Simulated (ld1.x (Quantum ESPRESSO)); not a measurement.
hafnium: one change to a TM potential, before and after

hafnium, norm-conserving Troullier–Martins (Kleinman–Bylander form), made with ld1.x (Quantum ESPRESSO) 7.5 (PBE, fully relativistic). Core [Xe] 4f14, reference 5d3 6s1 6p0. Waves: 6s (bound): rc 2.15 bohr; 6p (bound, empty): rc 3.10 bohr; 5d (bound): rc 2.50 bohr; 5f channel at 0.2 Ry: rc 3.15 bohr. Local part: all-electron potential smoothed inside 2.30 bohr (lloc = -1). Core correction: a·sin(br)/r model core inside 1.55 bohr.

Open shells are filled in proportion to 2j + 1 (rel_dist='average').

All-electron outer shells of the reference configuration (PBE, scalar-relativistic, ld1.x):

```tsv
shell	level (eV)	outermost node (bohr)	outermost maximum (bohr)
5p	-34.30	0.60	1.16
4f	-15.47	–	0.45
6s	-4.74	1.37	2.96
5d	-1.99	0.67	1.73
6p	-1.28	1.67	4.26
```

Change: local potential all-electron potential smoothed inside 3.56 bohr (lloc = -1).

Cutoffs: the cutoffs (Ry, on a coarse ladder) from which the occupation-weighted sum of valence levels, in a spherical-Bessel basis at the reference potential, stays within 10 and 1 mRy of its value at 400 Ry; they do not see the model core or the augmentation charge, which bear on the density cutoff. Errors are all-electron minus pseudo energies relative to the spin-unpolarised reference configuration.

Q: What does the change do?

A: The potential gets neither clearly harder nor softer (21 Ry and 30 Ry → 21 Ry and 30 Ry); the bound ghost in s disappears; of the 7 tests that both files solve, the error grows in 1 and shrinks in 4 by more than 15 % and 0.3 meV (median size 94.4 → 94.6 meV). In the separable form a ghost depends on how the local part lies against the semilocal potential of the channel, so the choice of the local part can create or remove one.

| quantity | base | changed |
| --- | --- | --- |
| cutoff, loose | 21 Ry | 21 Ry |
| cutoff, tight | 30 Ry | 30 Ry |
| bound ghosts | s | none |
| error for 5d2 6s2 6p0, meV [ΔE -2.59 eV] | -37 | -26 |
| error for 5d2 6s1 6p0, meV [ΔE 5.39 eV] | -41 | -27 |
| error for 5d2 6s0 6p0, meV [ΔE 19.57 eV] | -69 | -95 |
| error for 5d1 6s2 6p0, meV [ΔE 3.91 eV] | -269 | -108 |
| error for 5d2 6s0 6p1, meV [ΔE 10.03 eV] | +94 | -58 |
| error for 5d1 6s2 6p1, meV [ΔE -0.66 eV] | -139 | -156 |
| error for 5d1 6s0 6p0, meV [ΔE 41.35 eV] | -466 | -525 |

 A true bound ghost makes a file unfit for plane-wave use even where its test errors are small: the radial tests pick states by their node count and pass the ghost by.
